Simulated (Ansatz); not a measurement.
Total energies of SnIH3 (SnH3I) from Ansatz at PBE0-D4/def2-TZVP, gas phase (1 Eh = 27.2114 eV = 2625.5 kJ/mol). The reference geometry is relaxed at PBE-D4/def2-TZVP.

```json
{"state": "charge 0 singlet", "geometry": "reference", "energy (Eh)": "-513.85099"}
{"state": "charge 1 doublet", "geometry": "reference", "energy (Eh)": "-513.49625"}
{"state": "charge 1 doublet", "geometry": "relaxed at PBE-D4/def2-TZVP", "energy (Eh)": "-513.50355"}
{"state": "free Sn atom (triplet)", "geometry": "–", "energy (Eh)": "-214.25870"}
{"state": "free I atom (doublet)", "geometry": "–", "energy (Eh)": "-297.69312"}
{"state": "free H atom (doublet)", "geometry": "–", "energy (Eh)": "-0.50104"}
```

In the def2 sets I, Sn take a core potential; there is no spin–orbit coupling.

Problem. Work out the vertical ionisation energy to the doublet.

Solution. E(charge 1 doublet) − E(charge 0 singlet) = -513.49625 − (-513.85099) = 0.35474 Eh = 9.65 eV. For comparison, −ε of the highest occupied level is 7.53 eV at this level, 2.12 eV less.

Problem. How much does the charge 1 doublet relax, and what is the adiabatic ionisation energy?

Solution. Relaxation: -513.49625 − (-513.50355) = 0.00730 Eh = 0.20 eV. Adiabatic ionisation energy: 0.34744 Eh = 9.45 eV, without zero-point energy. 

Problem. What is the binding energy per atom against free atoms?

Solution. Atoms: 1 × (-214.25870) + 1 × (-297.69312) + 3 × (-0.50104) = -513.45494 Eh. Binding: -513.45494 − (-513.85099) = 0.39605 Eh = 10.78 eV, or 2.16 eV for each of 5 atoms (no zero-point energy, no counterpoise term).
